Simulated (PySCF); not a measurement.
Computed IR spectrum (relative IR intensity) of a molecule C₃H₉NSi. Coordinates come from a PBE-D3(BJ)/def2-SVP optimisation. One conformer was computed; it need not be the lowest. Computed with PySCF with PBE-D3(BJ)/def2-SVP. Frequencies are harmonic and unscaled.

Lines under 2 % of the strongest are left out, and lines within 2 cm⁻¹ are merged.

ν (cm⁻¹): 490 (w), 599 (m), 615 (s), 713 (w), 753 (w), 871 (vs), 895 (s), 906 (m), 911 (m), 920 (w), 1013 (w), 1048 (w), 1098 (w), 1187 (vw), 1211 (w), 1235 (w), 1327 (w), 1409 (vw), 2141 (vs), 2158 (s), 2171 (s), 2880 (m), 2901 (s), 2986 (m), 3010 (m), 3080 (w) (against the strongest line: vs over 80 %, s over 45 %, m over 15 %, w over 4 %, vw less)

Question: Which molecule gave these data?
(A) C=C[SiH2]CN
(B) N[SiH2]C1CC1
(C) C[C@H]1NC[SiH2]1
(D) [SiH3][C@H]1CCN1

Answer: D, [SiH3][C@H]1CCN1
